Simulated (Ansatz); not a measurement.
A calculation with Ansatz (development build ahead of 0.2.0).

```yaml
crystal:
  periodic: [false, false, false]
  atoms:
    - { symbol: Mn, position_ang: [0.0, 0.0, 0.0] }
    - { symbol: S, position_ang: [0.0, 0.0, 3.105] }
basis:
  gaussian: { orbitals: pcseg-2 }
magnetization:
  spin_polarized: true
  initial_magnetization: 5
hamiltonian:
  xc: pbe0
```

The input is written out in the form of the current development build from the run's settings.

The run gave:

* Converged: yes
* Total energy: -1548.80730 hartree
* Spin squared of the determinant: 9.752
* Stability test: minimum

Caution: the unrestricted determinant is a mixture of spin states.
